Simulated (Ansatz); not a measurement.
A structure relaxed at PBE0-D4/def2-SVPD in Ansatz, charge -1, singlet:

```
atom   x (Å)   y (Å)   z (Å)
 In1   0.028   0.772  -2.081
 Si2  -2.240   1.284   1.881
 Si3   1.013  -1.637   1.899
 Si4  -1.537   1.460  -0.215
 Si5   1.934  -0.802  -2.425
 Si6   1.244  -1.012  -0.260
 Si7  -0.443  -0.064   1.200
```

Task: Give its formula and point group.

Result: the cluster InSi₆⁻. Point group Cs (tolerance 0.1 Å).

Task: Summarise the bond lengths by kind (pairs closer than 1.2 times the sum of covalent radii, bridged metal pairs left out).

Result: 7 × Si–Si 2.22 to 2.42 Å; 3 × In–Si 2.50 to 2.82 Å.

In the def2 sets In takes a core potential; there is no spin–orbit coupling. The restricted singlet is unstable towards broken spin symmetry in Hartree–Fock (as tested in another run); at PBE0-D4/def2-SVPD this wasn't settled. Another isomer (singlet) lies 1.29 eV lower at PBE0-D4/def2-TZVPD; other spin states weren't run for this one.
